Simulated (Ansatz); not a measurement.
Total energies of GeHMe2Cl (C2H7ClGe) from Ansatz at r2SCAN-D4/def2-TZVPD, gas phase (1 Eh = 27.2114 eV = 2625.5 kJ/mol). The reference geometry is relaxed at PBE0-D4/def2-SVP.

```json
{"state": "charge 0 singlet", "geometry": "reference", "energy (Eh)": "-2617.64525"}
{"state": "charge -1 doublet", "geometry": "reference", "energy (Eh)": "-2617.60477"}
{"state": "free Ge atom (triplet)", "geometry": "–", "energy (Eh)": "-2076.90354"}
{"state": "free H atom (doublet)", "geometry": "–", "energy (Eh)": "-0.49993"}
{"state": "free C atom (triplet)", "geometry": "–", "energy (Eh)": "-37.83299"}
{"state": "free Cl atom (doublet)", "geometry": "–", "energy (Eh)": "-460.11735"}
```

Q: Work out the vertical electron affinity, to the doublet.

A: E(charge 0 singlet) − E(charge -1 doublet) = -2617.64525 − (-2617.60477) = -0.04048 Eh = -1.10 eV; negative, so the extra electron isn't bound.

Q: What is the binding energy per atom against free atoms?

A: Atoms: 1 × (-2076.90354) + 7 × (-0.49993) + 2 × (-37.83299) + 1 × (-460.11735) = -2616.18638 Eh. Binding: -2616.18638 − (-2617.64525) = 1.45887 Eh = 39.70 eV, or 3.61 eV for each of 11 atoms (no zero-point energy, no counterpoise term).

At r2SCAN-D4/def2-TZVPD the highest occupied level of the charge -1 doublet lies above zero (up to 2.28 eV). By energy differences it is unbound by 1.10 eV (vertical, against the charge 0 singlet, at r2SCAN-D4/def2-TZVPD) and held by the finite basis.
